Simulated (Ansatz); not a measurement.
`B[SiH](O)[SiH3]` + HCl → `O[SiH]([SiH3])Cl` + BH₃ at 298.15 K and 1 bar (cleavage of the Si–B bond).

Computed with Ansatz on PBE0-D4/def2-TZVP structures; ΔE is electronic, products minus reactants. CCSD(T)/CBS is the MP2 limit (def2-TZVPP, def2-QZVPP) plus CCSD(T) − MP2 in def2-TZVPP, frozen cores. This one scheme is used for every species. Each species was taken in one conformer, which may not be the lowest.

| species | CCSD(T)/CBS energy (Eh) | H − E (kJ/mol) | S (J/(mol·K)) |
| --- | --- | --- | --- |
| `B[SiH](O)[SiH3]` | -682.33266 | 201.2 | 361.6 |
| HCl | -460.38127 | 26.6 | 186.8 |
| `O[SiH]([SiH3])Cl` | -1116.20942 | 151.6 | 352.2 |
| BH₃ | -26.55200 | 78.7 | 188.3 |

H − E and S are ideal-gas, rigid-rotor, harmonic terms from PBE0-D4/def2-TZVP, for one conformer and one mirror image of each species. 1 Eh = 2625.50 kJ/mol, R = 8.31446 J/(mol·K).

Q: By hand: ΔE, ΔH, ΔS and ΔG.

A: ΔE = (-1116.20942) + (-26.55200) − (-682.33266) − (-460.38127) = -0.04749 Eh = -124.7 kJ/mol. Δ(H − E) = 151.6 + 78.7 − 201.2 − 26.6 = 2.5, so ΔH = -122.2 kJ/mol. ΔS = 352.2 + 188.3 − 361.6 − 186.8 = -7.9 J/(mol·K). ΔG = -122.2 − 298.15 × (-7.9)/1000 = -119.8 kJ/mol.

Q: By hand: the equilibrium constant, and the temperature at which ΔG would vanish if ΔH and ΔS stayed fixed.

A: log₁₀ K = −ΔG/(RT ln 10) = 21.0. ΔG = 0 at ΔH/ΔS = 15468 K, far beyond where these terms or the molecules hold.

The number of gas molecules stays the same, so ΔS is small and ΔH decides. A doubt of 5 kJ/mol in ΔE shifts log₁₀ K by 0.9 here. Other conformers and mirror images would add mixing entropy, several J/(mol·K) or more a flexible species. These are equilibria of isolated gas molecules and say nothing of rates. Largest T1 diagnostic: 0.014 (customary marks: 0.02 for closed shells, 0.045 for open ones).
